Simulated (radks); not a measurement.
Results of a calculation; reference values are marked as such.
Species: As. Configuration: [Ar] 3d9.5 4s2 4p3.5 (fractional occupations, a model configuration).

Code: a radial shooting solver on a logarithmic mesh with Libxc functionals. Model: scalar-relativistic Kohn-Sham, PBE, spin-polarised, spherical densities, point nucleus; open shells are filled with parallel spins first.

Energy parts (eV):
total: -61502.121
kinetic: 62687.631
electron-nucleus: -148094.304
Hartree: 26173.597
exchange-correlation: -2269.044

Orbitals (lengths in bohr, moments of r in powers of bohr; <r^-3> diverges for s and p1/2):
1s up: occ. 1; eigenvalue (eV) -11725.61; <1/r> 33.47; <r^2> 0.002787
1s down: occ. 1; eigenvalue (eV) -11725.50; <1/r> 33.47; <r^2> 0.002786
2s up: occ. 1; eigenvalue (eV) -1493.702; <1/r> 7.368; <r^2> 0.04849
2s down: occ. 1; eigenvalue (eV) -1493.210; <1/r> 7.369; <r^2> 0.04847
2p up: occ. 3; eigenvalue (eV) -1310.507; <1/r> 7.219; <r^2> 0.03847; <r^-3> 1106
2p down: occ. 3; eigenvalue (eV) -1310.079; <1/r> 7.220; <r^2> 0.03846; <r^-3> 1106
3s up: occ. 1; eigenvalue (eV) -196.1136; <1/r> 2.395; <r^2> 0.4090
3s down: occ. 1; eigenvalue (eV) -195.2554; <1/r> 2.393; <r^2> 0.4092
3p up: occ. 3; eigenvalue (eV) -139.3698; <1/r> 2.244; <r^2> 0.4420; <r^-3> 155.1
3p down: occ. 3; eigenvalue (eV) -138.5022; <1/r> 2.243; <r^2> 0.4421; <r^-3> 154.8
3d up: occ. 5; eigenvalue (eV) -46.1173; <1/r> 1.934; <r^2> 0.5566; <r^-3> 17.38
3d down: occ. 4.5; eigenvalue (eV) -45.1777; <1/r> 1.935; <r^2> 0.5532; <r^-3> 17.40
4s up: occ. 1; eigenvalue (eV) -16.3573; <1/r> 0.6986; <r^2> 4.086
4s down: occ. 1; eigenvalue (eV) -14.3432; <1/r> 0.7023; <r^2> 4.116
4p up: occ. 3; eigenvalue (eV) -6.5275; <1/r> 0.5453; <r^2> 6.797; <r^-3> 9.572
4p down: occ. 0.5; eigenvalue (eV) -4.5947; <1/r> 0.5297; <r^2> 7.556; <r^-3> 9.141

The highest occupied level is 4p down at -4.595 eV. Spin moment in Bohr magnetons: 3. The density falls to 0.001 e/bohr^3 at r = 4.33 bohr.
